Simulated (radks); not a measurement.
The numbers below are computed, except where a source is named.
The mean radii <r> (bohr) of the occupied orbitals of an atom or ion are listed with their occupations. Code: a radial shooting solver on a logarithmic mesh with Libxc functionals. Model: scalar-relativistic Kohn-Sham, SCAN, spin-unpolarised, spherical densities, finite nucleus; meta-GGA in the generalised Kohn-Sham scheme; Fermi nuclear charge, rms radius of each element as measured or else 0.836 A^(1/3) + 0.57 fm.

orbital  occ.      <r>
1s          2  0.02151
2s          2  0.09145
2p          6  0.08089
3s          2   0.2390
3p          6   0.2379
3d         10   0.2167
4s          2   0.5399
4p          6   0.5711
4d         10   0.6185
5s          2    1.272
5p          6    1.444
4f          7   0.7803

Name the element and its charge.

Answer. Z = 65, terbium, charge +4: Tb4+ in [Xe] 4f7. The 1s radius gives Z: for a bare nucleus <r> = (2 gamma + 1)/(2Z) with gamma = sqrt(1 - (Z/c)^2), 0.02124 bohr for Z = 65, and screening makes it slightly larger (0.02151 here). The occupations add up to 61, and the charge is Z minus that.
